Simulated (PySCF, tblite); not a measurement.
Species: C6H8F2O.
Numbering: `[F:1][CH2:2][C@@H:3]1[CH:4]=[CH:5][O:6][C@@H:7]([F:8])[CH2:9]1` (hydrogens: H10, H11 on C2; H12 on C3; H13 on C4; H14 on C5; H15 on C7; H16, H17 on C9)

Computed with GFN2-xTB (tblite), gas phase: nudged elastic band of 9 images (0 to 8), spring 0.2 eV/Å², climbing image at the end, force threshold 0.05 eV/Å. The top image wasn't refined or checked by frequencies; at this threshold it can lie a kcal/mol or more above the true saddle point of the method.

Path: rotation about C2–C3 (sp3 C–F carbon, allylic carbon), followed by the dihedral F1–C2–C3–C4.

Image 0 (start, dihedral 61°):
```
atom  x, y, z in Å
F1     -1.576    1.642   -1.238
C2     -1.597    1.324    0.098
C3     -0.451    0.377    0.448
C4      0.886    1.005    0.167
C5      1.899    0.294   -0.302
O6      1.874   -1.052   -0.560
C7      0.737   -1.723   -0.168
F8      0.854   -2.058    1.174
C9     -0.551   -0.928   -0.349
H10    -1.511    2.267    0.648
H11    -2.569    0.860    0.294
H12    -0.534    0.155    1.520
H13     1.000    2.060    0.345
H14     2.869    0.704   -0.534
H15     0.723   -2.678   -0.711
H16    -1.394   -1.532   -0.014
H17    -0.666   -0.704   -1.411
```

Image 8 (end, -0.004 eV, dihedral -178°):
```
atom  x, y, z in Å
F1     -2.825    0.739    0.056
C2     -1.586    1.328    0.027
C3     -0.505    0.318    0.404
C4      0.847    0.972    0.419
C5      1.929    0.327    0.012
O6      1.959   -0.964   -0.446
C7      0.785   -1.679   -0.317
F8      0.713   -2.191    0.968
C9     -0.470   -0.855   -0.582
H10    -1.440    1.710   -0.990
H11    -1.613    2.159    0.739
H12    -0.738   -0.070    1.404
H13     0.922    1.984    0.778
H14     2.919    0.756   -0.008
H15     0.869   -2.551   -0.980
H16    -1.350   -1.486   -0.468
H17    -0.422   -0.488   -1.609
```

Q: What do the inner images look like?

A: 
Image 1: +0.016 eV, dihedral 74°
```
atom  x, y, z in Å
F1     -1.741    1.438   -1.261
C2     -1.598    1.323    0.101
C3     -0.452    0.374    0.450
C4      0.889    1.004    0.194
C5      1.909    0.299   -0.267
O6      1.886   -1.044   -0.540
C7      0.738   -1.718   -0.184
F8      0.827   -2.082    1.152
C9     -0.544   -0.916   -0.373
H10    -1.405    2.332    0.477
H11    -2.554    0.955    0.485
H12    -0.543    0.131    1.517
H13     1.002    2.057    0.388
H14     2.882    0.711   -0.483
H15     0.734   -2.660   -0.749
H16    -1.396   -1.522   -0.068
H17    -0.639   -0.670   -1.432
```

Image 2: +0.063 eV, dihedral 89°
```
atom  x, y, z in Å
F1     -1.953    1.232   -1.227
C2     -1.603    1.329    0.097
C3     -0.457    0.370    0.446
C4      0.890    1.000    0.225
C5      1.919    0.301   -0.227
O6      1.899   -1.036   -0.528
C7      0.743   -1.714   -0.203
F8      0.812   -2.104    1.128
C9     -0.532   -0.906   -0.400
H10    -1.308    2.370    0.258
H11    -2.506    1.103    0.671
H12    -0.560    0.105    1.506
H13     1.005    2.047    0.446
H14     2.896    0.715   -0.416
H15     0.747   -2.644   -0.786
H16    -1.394   -1.514   -0.126
H17    -0.604   -0.642   -1.456
```

Image 3: +0.112 eV, dihedral 104°
```
atom  x, y, z in Å
F1     -2.164    1.044   -1.129
C2     -1.605    1.334    0.091
C3     -0.464    0.363    0.443
C4      0.890    0.995    0.259
C5      1.926    0.303   -0.188
O6      1.911   -1.027   -0.515
C7      0.749   -1.710   -0.221
F8      0.797   -2.122    1.103
C9     -0.520   -0.896   -0.429
H10    -1.240    2.363    0.017
H11    -2.421    1.282    0.818
H12    -0.579    0.072    1.495
H13     1.003    2.037    0.503
H14     2.907    0.720   -0.351
H15     0.761   -2.630   -0.821
H16    -1.389   -1.506   -0.185
H17    -0.569   -0.612   -1.481
```

Image 4 (top): +0.132 eV, dihedral 119°
```
atom  x, y, z in Å
F1     -2.358    0.882   -0.972
C2     -1.603    1.337    0.082
C3     -0.470    0.355    0.442
C4      0.886    0.990    0.294
C5      1.930    0.306   -0.149
O6      1.922   -1.016   -0.502
C7      0.755   -1.704   -0.240
F8      0.780   -2.137    1.077
C9     -0.509   -0.884   -0.459
H10    -1.202    2.306   -0.232
H11    -2.300    1.477    0.913
H12    -0.603    0.036    1.484
H13     0.996    2.029    0.557
H14     2.915    0.725   -0.286
H15     0.776   -2.614   -0.854
H16    -1.383   -1.498   -0.244
H17    -0.538   -0.578   -1.505
```

Image 5: +0.113 eV, dihedral 135°
```
atom  x, y, z in Å
F1     -2.526    0.760   -0.761
C2     -1.598    1.337    0.070
C3     -0.478    0.346    0.440
C4      0.880    0.986    0.330
C5      1.932    0.311   -0.108
O6      1.932   -1.004   -0.489
C7      0.760   -1.697   -0.261
F8      0.762   -2.151    1.050
C9     -0.499   -0.873   -0.488
H10    -1.200    2.202   -0.471
H11    -2.149    1.674    0.953
H12    -0.633    0.003    1.470
H13     0.983    2.021    0.610
H14     2.920    0.731   -0.220
H15     0.793   -2.598   -0.887
H16    -1.376   -1.490   -0.301
H17    -0.511   -0.545   -1.529
```

Image 6: +0.067 eV, dihedral 150°
```
atom  x, y, z in Å
F1     -2.662    0.689   -0.512
C2     -1.592    1.334    0.057
C3     -0.486    0.338    0.434
C4      0.872    0.983    0.362
C5      1.933    0.315   -0.068
O6      1.940   -0.992   -0.476
C7      0.766   -1.690   -0.280
F8      0.745   -2.164    1.022
C9     -0.489   -0.863   -0.518
H10    -1.239    2.060   -0.684
H11    -1.980    1.858    0.935
H12    -0.667   -0.023    1.454
H13     0.968    2.012    0.661
H14     2.923    0.736   -0.150
H15     0.813   -2.582   -0.920
H16    -1.369   -1.484   -0.358
H17    -0.482   -0.515   -1.552
```

Image 7: +0.020 eV, dihedral 166°
```
atom  x, y, z in Å
F1     -2.762    0.672   -0.234
C2     -1.589    1.330    0.042
C3     -0.494    0.331    0.423
C4      0.863    0.979    0.391
C5      1.933    0.319   -0.028
O6      1.949   -0.980   -0.461
C7      0.773   -1.685   -0.299
F8      0.730   -2.179    0.994
C9     -0.479   -0.854   -0.548
H10    -1.324    1.891   -0.860
H11    -1.803    2.020    0.863
H12    -0.703   -0.042    1.433
H13     0.950    2.002    0.711
H14     2.925    0.739   -0.076
H15     0.835   -2.566   -0.953
H16    -1.363   -1.477   -0.416
H17    -0.448   -0.491   -1.577
```

The largest changes of bonds and angles from start to top: C2–C3 1.527 → 1.542 Å, C5–O6 1.371 → 1.369 Å, O6–C7 1.377 → 1.380 Å, C7–C9 1.524 → 1.522 Å, C2–C3–H12 107.0 → 108.6°, F1–C2–C3 110.8 → 111.8°, C9–C3–H12 109.4 → 108.6°. GFN2-xTB torsional profiles can miss by a kcal/mol or more and can put conformers in the wrong order.

Q: What do single points at PBE0/pcSseg-1 (PySCF, no dispersion term) give on some images?

A: 
| image | GFN2-xTB E (eV) | DFT E (eV) | HOMO (eV) | LUMO (eV) | dipole (D) |
| --- | --- | --- | --- | --- | --- |
| 0 | 0.000 | 0.000 | -6.98 | 0.49 | 1.33 |
| 2 | 0.063 | 0.089 | -6.99 | 0.40 | 1.24 |
| 4 | 0.132 | 0.201 | -7.01 | 0.39 | 1.38 |
| 6 | 0.067 | 0.102 | -7.05 | 0.42 | 1.68 |
| 8 | -0.004 | -0.002 | -7.09 | 0.37 | 2.00 |

Energies count from image 0 at each level. At the GFN2-xTB top the DFT energy is 4.6 kcal/mol against 3.0; the geometries weren't optimised at the DFT level.

The cost below is that of the whole band run. Cost: about 8 s of CPU time on one thread; the machine was shared, so the figure is rough.
